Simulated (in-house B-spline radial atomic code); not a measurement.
A fraction x of an electron is removed from 5s in In III (In2+), starting from [Kr] 4d10 5s1 and keeping the highest spin. Method: scalar-relativistic (X2C) TPSS, spin-polarised, spherical fractional occupations, Fermi nucleus of rms radius 4.6156 fm. Calculated with a radial B-spline atomic code at the basis-set limit.

```
   x  E(x) - E(0) (eV)  5s up level (eV)
   0            0.0000           -23.946
0.12            2.9336           -24.948
0.21            5.2128           -25.701
0.26            6.5083           -26.120
0.48           12.4585           -27.977
 0.5           13.0197           -28.148
0.56           14.7240           -28.661
0.73           19.7216           -30.141
0.78           21.2397           -30.584
0.95           26.5686           -32.112
   1           28.1853                 -
```

The exact functional would give a straight line between the two integer points. Deviations E(x) - E(0) - x[E(1) - E(0)], in eV: -0.449 at x = 0.12, -0.706 at x = 0.21, -0.82 at x = 0.26, -1.07 at x = 0.48, -1.073 at x = 0.5, -1.06 at x = 0.56, -0.854 at x = 0.73, -0.745 at x = 0.78, -0.207 at x = 0.95.

The curve lies below the straight line by up to 1.073 eV (at x = 0.5): convex, the delocalisation error that favours fractional charges.

(1) How well does Slater's transition state (minus the level at half occupation) give the ionisation energy?

## Answers

(1) It gives 28.148 eV against 28.185 eV from the two total energies; NIST lists 28.04 eV, ground level to ground level.
